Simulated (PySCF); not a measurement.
Field gradients at the hydrogen positions

Species: C7H11F3P (charge +1).
Z-matrix (Å and degrees, GFN2-xTB geometry), rows numbered from 1:
```
C 
P   1  1.7985
C   2  1.8078  1  106.84
F   3  1.3372  2  113.02  1   -42.71
C   3  1.3355  2  124.48  1   139.09
F   5  1.3205  3  119.19  2    -1.31
F   5  1.2960  3  127.93  2   179.11
C   2  1.8141  1  113.75  3  -122.01
C   8  1.5443  2  111.23  1   -73.15
C   9  1.5359  8   89.35  2  -103.81
C  10  1.5362  9   90.01  8   -10.23
H   1  1.0908  2  109.86  3   174.15
H   1  1.0915  2  110.36  3   -65.05
H   1  1.0936  2  108.82  3    54.69
H   2  1.3775  1  111.20  3   114.36
H   8  1.0946  2  108.74  1    57.01
H   9  1.0905  8  116.66  2    14.96
H   9  1.0869  8  112.23  2   141.16
H  10  1.0856  9  115.32  8  -128.55
H  10  1.0877  9  113.36  8   105.23
H  11  1.0869  8  112.21  2  -142.35
H  11  1.0898  8  116.76  2   -16.13
```

Level: PBE0/pcSseg-1 (PySCF, non-relativistic); Q(2H) = 0.00286 b; rigid geometry, the same for H and D, with no vibrational averaging.

Question: Rank these positions by the coupling χzz of a deuteron there, largest first.
A. H15 (P–H hydrogen)
B. H17 (methylene hydrogen)
C. H19 (methylene hydrogen)
D. H16 (methine hydrogen)

Answer: C (209 kHz), B (205 kHz), D (197 kHz), A (134 kHz).

Question: Tabulate Vzz, the asymmetry η and χzz = 234.96 MHz × Q × Vzz for every hydrogen position.

Answer: 
| atom | bonded to | bond length (Å) | Vzz (au) | η | χzz (kHz) |
| --- | --- | --- | --- | --- | --- |
| H12 | C1 | 1.091 | 0.3014 | 0.05 | 203 |
| H13 | C1 | 1.091 | 0.2991 | 0.05 | 201 |
| H14 | C1 | 1.094 | 0.2938 | 0.05 | 197 |
| H15 | P2 | 1.377 | 0.1987 | 0.01 | 134 |
| H16 | C8 | 1.095 | 0.2936 | 0.06 | 197 |
| H17 | C9 | 1.090 | 0.3053 | 0.06 | 205 |
| H18 | C9 | 1.087 | 0.3074 | 0.02 | 207 |
| H19 | C10 | 1.086 | 0.3113 | 0.01 | 209 |
| H20 | C10 | 1.088 | 0.3095 | 0.01 | 208 |
| H21 | C11 | 1.087 | 0.3074 | 0.02 | 207 |
| H22 | C11 | 1.090 | 0.3057 | 0.05 | 205 |

Question: Average by the element that carries the hydrogen.

Answer: on C: 204 kHz over 10 positions, mean bond length 1.090 Å; on P: 134 kHz over 1 position, mean bond length 1.377 Å.

Question: How does χzz go with the bond length over the 10 C–H bonds?

Answer: A straight-line fit has a slope of -13.4 kHz for each 0.01 Å, with a correlation coefficient of -0.95, over lengths from 1.086 to 1.095 Å. The longer bonds have the smaller couplings here.

Geometry: GFN2-xTB, one conformer, isolated ion. GFN2-xTB bond lengths can be off by several hundredths of an ångström, more for odd bonds, and the gradients follow them. With so small a basis the couplings can be 20 % off.
